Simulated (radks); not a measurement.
Question: The mean radii <r> (bohr) of the occupied orbitals of an atom or ion are listed with their occupations. All-electron calculation, scalar-relativistic Kohn-Sham, PBE, spin-polarised, spherical densities, finite nucleus; Fermi nuclear charge, rms radius of each element as measured or else 0.836 A^(1/3) + 0.57 fm. Program: a radial shooting solver on a logarithmic mesh with Libxc functionals.

orbital  occ.      <r>
1s up       1  0.03428
1s down     1  0.03428
2s up       1   0.1494
2s down     1   0.1494
2p up       3   0.1302
2p down     3   0.1302
3s up       1   0.4095
3s down     1   0.4096
3p up       3   0.4084
3p down     2   0.4086
3d up       5   0.3859
3d down     5   0.3858
4s up       1   0.9183
4s down     1   0.9194
4p up       1   0.9597

Name the element and its charge. Open shells, if any, are filled with parallel spins first.

Answer: Z = 43, technetium, charge +13: Tc13+ in [Ne] 3s2 3p5 3d10 4s2 4p1. The 1s radius gives Z: for a bare nucleus <r> = (2 gamma + 1)/(2Z) with gamma = sqrt(1 - (Z/c)^2), 0.03371 bohr for Z = 43, and screening makes it slightly larger (0.03428 here). The occupations add up to 30, and the charge is Z minus that.
